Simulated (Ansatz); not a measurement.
A nudged elastic band was laid between two geometries of CH₃BiF₂ (7 atoms, charge 0, multiplicity 1).

Computed with RHF/def2-SVP in Ansatz 0.2.0.

| Property | Result |
| --- | --- |
| movable images | 7 |
| climbing image | yes |
| spring | 5.0 eV/Å² |
| optimiser | quadratic models (default) |
| start path | through a guess of the saddle point |
| force threshold | 0.05 eV/Å |
| iteration limit | 60 |
| end points | relaxed |

Image 0:

```xyz
7
Properties=species:S:1:pos:R:3
C -0.297 0.802 -0.312
Bi 0.923 -1.075 -0.423
F 1.575 -0.854 1.469
F -0.657 -2.222 0.069
H -0.979 0.856 -1.161
H -0.862 0.752 0.617
H 0.358 1.673 -0.304
```

Image 8:

```xyz
7
Properties=species:S:1:pos:R:3
C -0.414 0.805 -0.129
Bi 0.054 -1.091 0.976
F 2.038 -0.846 0.728
F -0.194 -2.216 -0.677
H -0.808 0.520 -1.103
H -1.138 1.415 0.411
H 0.523 1.346 -0.251
```

Question: What changes between the two ends?

Answer: No bond is made or broken. The height of Bi2 over the plane of its neighbours goes from 1.13 to -1.13 Å.

Question: What energy profile does the band end with?

Answer: The forces met the threshold. The highest image is number 4 of 0 to 8, 34.4 kcal/mol above the first end and 34.5 kcal/mol above the last; the last end lies 0.1 kcal/mol below the first. A vibrational analysis at the climbing image gives one clearly imaginary mode, 158i cm⁻¹, and a faint second one (29i cm⁻¹) that may be numerical noise or a soft torsion: probably a first-order saddle point.

```json
{"image": "0", "path coordinate (Å)": "0.00", "energy (kcal/mol)": "0.0", "height of Bi2 over the plane of its neighbours (Å)": "1.13"}
{"image": "1", "path coordinate (Å)": "0.43", "energy (kcal/mol)": "4.2", "height of Bi2 over the plane of its neighbours (Å)": "1.05"}
{"image": "2", "path coordinate (Å)": "0.86", "energy (kcal/mol)": "14.8", "height of Bi2 over the plane of its neighbours (Å)": "0.84"}
{"image": "3", "path coordinate (Å)": "1.29", "energy (kcal/mol)": "27.6", "height of Bi2 over the plane of its neighbours (Å)": "0.49"}
{"image": "4", "path coordinate (Å)": "1.72", "energy (kcal/mol)": "34.4", "height of Bi2 over the plane of its neighbours (Å)": "-0.01"}
{"image": "5", "path coordinate (Å)": "2.15", "energy (kcal/mol)": "27.8", "height of Bi2 over the plane of its neighbours (Å)": "-0.49"}
{"image": "6", "path coordinate (Å)": "2.57", "energy (kcal/mol)": "15.2", "height of Bi2 over the plane of its neighbours (Å)": "-0.83"}
{"image": "7", "path coordinate (Å)": "3.00", "energy (kcal/mol)": "4.4", "height of Bi2 over the plane of its neighbours (Å)": "-1.03"}
{"image": "8", "path coordinate (Å)": "3.42", "energy (kcal/mol)": "-0.1", "height of Bi2 over the plane of its neighbours (Å)": "-1.13"}
```

Question: What is the geometry of the highest image?

Answer: 
```xyz
7
Properties=species:S:1:pos:R:3
C -0.291 0.651 -0.174
Bi 0.620 -1.319 0.303
F 2.110 -0.161 1.236
F -1.043 -2.091 -0.733
H -0.851 0.558 -1.102
H -0.981 0.894 0.637
H 0.498 1.398 -0.214
```

Run time: 100 s on 1 thread of Arm Neoverse V1, with other jobs on the host, peak memory 0.16 GiB.
